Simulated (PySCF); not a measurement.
SbClBr2, SMILES [Sb]([Br])([Br])[Cl].

The structure is a stationary point at r2SCAN-D4/def2-SVP. The structure was generated by enumeration; whether it is a known compound was not checked. The def2 effective core potentials stand for the cores of Sb; spin–orbit coupling is left out.

Level of theory: PBE/def2-TZVP run with PySCF.

Gas-phase values at a fixed geometry.

The total energy is -5847.95720 hartree and the point group is Cs. The highest occupied level comes out as -7.20 eV and the lowest empty level is -3.03 eV. The orbital gap is 4.17 eV. The dipole moment is 2.36 D. The quadrupole, principal values (traceless, Buckingham form, about the centre of nuclear charge) is -3.74, -1.89, 5.64 D·Å and the mean static polarisability is 95.3 bohr³ (14.13 Å³). The polarisability, principal values is 74.3, 100.0, 111.8 bohr³.
